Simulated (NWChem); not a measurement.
CaCl$_{2}$; SMILES [Cl][Ca][Cl]

```xyz
3

Ca     0.0000     0.0000     0.2001
Cl     2.4166     0.0000    -0.1707
Cl    -2.4166     0.0000    -0.1707
```
Atoms are numbered in this order, from 1.

Results from NWChem. The geometry was optimised at PBE0/def2-SVP. GIAO values for the isolated, static molecule; σ is the absolute isotropic shielding.

Task: What does the run give for PBE0/pcSseg-1? Quantities: σ Ca1 (ppm); σ Cl2 (ppm).

Result: 
| Item | Value |
|---|---|
| σ Ca1 (ppm) | 996.6 |
| σ Cl2 (ppm) | 785.6 |
